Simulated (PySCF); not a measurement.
B(H)2(PH2) (BH4P), SMILES BP. Coordinates come from a B3LYP-D3(BJ)/def2-TZVP optimisation.

Computed equilibrium geometry at B3LYP-D3(BJ)/def2-TZVP (PySCF confirms it by a frequency run) as Cartesian coordinates in Å, and its point group:
point group Cs.
```xyz
6

B     -1.2988    -0.0545     0.0000
H     -1.8874    -0.0193    -1.0323
H     -1.8874    -0.0193     1.0323
P      0.5516     0.1102     0.0000
H      0.9974    -0.6711    -1.0834
H      0.9974    -0.6711     1.0834
```
Charge 0, spin multiplicity 1.
